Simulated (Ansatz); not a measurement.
The first iterations of a band of CH8AlBSSi2 (14 atoms, charge 0, multiplicity 1).

These are results of Ansatz 0.2.0, RKS B3LYP-D4/def2-SVP, not measurements.

```yaml
movable_images: 5
climbing_image: yes
spring: 5.0 eV/Å²
optimiser: quadratic models (default)
start_path: IDPP
force_threshold: 0.05 eV/Å
iteration_limit: 40
end_points: relaxed
```

Initial state:

```xyz
14
Properties=species:S:1:pos:R:3
Si -1.324 -0.654 0.990
C -0.002 0.086 -0.127
Si 1.698 -0.594 0.308
B -0.070 1.665 -0.123
S -0.815 2.414 -1.623
Al -0.576 0.250 -1.988
H -2.685 -0.271 0.497
H -1.232 -2.144 0.981
H -1.193 -0.179 2.401
H 2.730 -0.015 -0.606
H 1.723 -2.079 0.148
H 2.082 -0.263 1.712
H 0.353 2.384 0.749
H -0.703 -0.630 -3.290
```

Final state:

```xyz
14
Properties=species:S:1:pos:R:3
Si -1.318 -0.627 1.020
C 0.000 0.113 -0.102
Si 1.568 -0.926 -0.069
B 0.249 1.637 0.232
S -0.468 2.822 -0.972
Al -0.714 0.787 -1.791
H -1.545 -2.061 0.671
H -0.939 -0.544 2.462
H -2.612 0.103 0.838
H 2.578 -0.357 -1.015
H 1.278 -2.327 -0.496
H 2.178 -0.962 1.294
H 0.885 2.057 1.168
H -1.151 0.255 -3.210
```

| iteration | highest image above the first end (eV) | largest band force component (eV/Å) |
| --- | --- | --- |
| 1 | 0.207 | 1.091 |
| 2 | 0.077 | 0.297 |

Problem. Does the band converge within its limit, and where does its top end?

Solution. The forces met the threshold. It ended after 6 iterations with the highest image 0.058 eV above the first end. A vibrational analysis at the climbing image gives one clearly imaginary mode, 121i cm⁻¹: a first-order saddle point.

Run time: 2.6 min on 2 threads of Intel(R) Xeon(R) Platinum 8488C (Sapphire Rapids) (shared host), peak memory 0.41 GiB.
